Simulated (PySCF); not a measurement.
C$_{3}$H$_{9}$ClSi (SMILES C[Si](C)(C)Cl), singlet, at a GFN2-xTB geometry; DF-PBE/def2-SVP (PySCF).

Here is a job for PySCF.
```python
from pyscf import gto, scf, dft

mol = gto.M(
    atom='''
C    -0.749786    1.596724   -0.367297
Si    0.169352    0.115071    0.399601
C     1.634702   -0.411308   -0.697683
C    -1.021455   -1.344569    0.682118
Cl    0.909135    0.694425    2.215661
H    -1.167217    1.342949   -1.336705
H    -1.567859    1.925730    0.267133
H    -0.085296    2.444611   -0.507256
H     2.175572   -1.246087   -0.260960
H     1.299491   -0.716841   -1.683894
H     2.342599    0.402248   -0.828328
H    -1.449671   -1.691182   -0.253232
H    -1.842562   -1.063858    1.335576
H    -0.512381   -2.186409    1.142728
''',
    basis='def2-svp',
    charge=0,
    spin=0,
    verbose=3,
)

mf = dft.RKS(mol)
mf.xc = 'pbe'
mf = mf.density_fit(auxbasis='def2-universal-jkfit')
mf.kernel()
mf.analyze()
```

What the program printed (banner, timings and long lists left out):

```
converged SCF energy = -868.671579381866
**** MO energy ****
MO #1   energy= -100.615822431824  occ= 2
MO #2   energy= -65.4209559765264  occ= 2
MO #3   energy= -9.88084294735818  occ= 2
MO #4   energy= -9.88083657682008  occ= 2
MO #5   energy= -9.88079307306307  occ= 2
MO #6   energy= -9.15265796436829  occ= 2
MO #7   energy= -6.98054605878661  occ= 2
MO #8   energy= -6.9737535459838   occ= 2
MO #9   energy= -6.97375101066598  occ= 2
MO #10  energy= -5.0703743665475   occ= 2
MO #11  energy= -3.48785400586067  occ= 2
MO #12  energy= -3.48333158065051  occ= 2
MO #13  energy= -3.48332896529625  occ= 2
MO #14  energy= -0.737983651169555 occ= 2
MO #15  energy= -0.639710661296113 occ= 2
MO #16  energy= -0.613143570491151 occ= 2
MO #17  energy= -0.613132546410876 occ= 2
MO #18  energy= -0.430512529640999 occ= 2
MO #19  energy= -0.376724110818715 occ= 2
MO #20  energy= -0.36793790010316  occ= 2
MO #21  energy= -0.36789751609414  occ= 2
MO #22  energy= -0.354363283385652 occ= 2
MO #23  energy= -0.354265560634505 occ= 2
MO #24  energy= -0.341894319092714 occ= 2
MO #25  energy= -0.313513393056768 occ= 2
MO #26  energy= -0.293718786797462 occ= 2
MO #27  energy= -0.293679756370079 occ= 2
MO #28  energy= -0.251172886878677 occ= 2
MO #29  energy= -0.251150419453337 occ= 2
MO #30  energy= 0.027704281162487  occ= 0
MO #31  energy= 0.0358116633707191 occ= 0
MO #32  energy= 0.0602660801437853 occ= 0
MO #33  energy= 0.0602908434725057 occ= 0
MO #34  energy= 0.0912835975859385 occ= 0
MO #35  energy= 0.0915335069846147 occ= 0
MO #36  energy= 0.092207820943688  occ= 0
MO #37  energy= 0.116867774401852  occ= 0
 ** Mulliken atomic charges  **
charge of    0C =     -0.55226
charge of    1Si =      0.87590
charge of    2C =     -0.55222
charge of    3C =     -0.55222
charge of    4Cl =     -0.29071
charge of    5H =      0.11763
charge of    6H =      0.11979
charge of    7H =      0.11975
charge of    8H =      0.11968
charge of    9H =      0.11765
charge of   10H =      0.11984
charge of   11H =      0.11764
charge of   12H =      0.11980
charge of   13H =      0.11972
Dipole moment(X, Y, Z, Debye): -0.63250, -0.49571, -1.55320
```
